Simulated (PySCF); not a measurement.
Zr²⁶⁺: ionisation energy

Zr²⁶⁺ [Ne] 3s2 3p2 (3P) → Zr²⁷⁺ [Ne] 3s2 3p1 (2P), as a difference of total energies. All numbers are calculated (PySCF 2.14, the spin-free X2C one-electron Hamiltonian (Gaussian nucleus), in an even-tempered Gaussian basis (18 s from 3.1 bohr⁻², ratio 2.5; 12 p from 4.1 bohr⁻², ratio 2.5; 5 d from 18 bohr⁻², ratio 2.7; 4 f from 27 bohr⁻², ratio 2.7)). Correlated levels: outer shells: 1s2 frozen; virtual orbitals above 40 to 60 times the deepest correlated orbital energy dropped. The calculations carry no spin-orbit coupling.

```json
{"method": "UHF", "ionisation energy (eV)": "1333.4"}
{"method": "MP2 (outer shells)", "ionisation energy (eV)": "1333.9"}
{"method": "SCS-MP2 (outer shells)", "ionisation energy (eV)": "1333.7"}
{"method": "CCSD (outer shells)", "ionisation energy (eV)": "1333.8"}
{"method": "CCSD(T) (outer shells)", "ionisation energy (eV)": "1333.8"}
```

Spin-orbit coupling is strong in these open shells (close to jj coupling). The scalar numbers leave it out and a first-order estimate fails, so it can dominate the gap to the real levels.

Breit and QED terms and the two-electron picture change are absent.

For comparison: 1344 ± 3 eV (semi-empirical (NIST evaluation); NIST Atomic Spectra Database, ionization energies).
